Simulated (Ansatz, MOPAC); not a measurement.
System: HSiO, charge -1, multiplicity 1. SMILES: O=[SiH-]

Atoms: Si1, O2, H3. Bonds: Si1-O2, Si1-H3.

Bond lengths (Å) and angles (degrees) optimised at PM7 with MOPAC; MNDO with MOPAC; HF/3-21G with Ansatz (a program for electronic structure); MP2/6-31G* with Ansatz, each started from the B3LYP-D3(BJ)/def2-TZVP structure (Ansatz) of the last column. A row stands for all coordinates that are equal there. 6-31G* holds six Cartesian d functions. No wavenumbers were computed at MNDO, MP2/6-31G*, so these may be saddle points.

```csv
coordinate,PM7,MNDO,HF/3-21G,MP2/6-31G*,B3LYP-D3(BJ)/def2-TZVP
Si1-O2,1.463,1.521,1.596,1.593,1.569
Si1-H3,1.415,1.470,1.632,1.621,1.638
O2-Si1-H3,180.0,104.6,106.3,107.5,106.1
```

Mean signed difference of all 2 bond lengths from B3LYP-D3(BJ)/def2-TZVP: PM7 -0.165 Å, MNDO -0.108 Å, HF/3-21G 0.011 Å, MP2/6-31G* 0.004 Å.
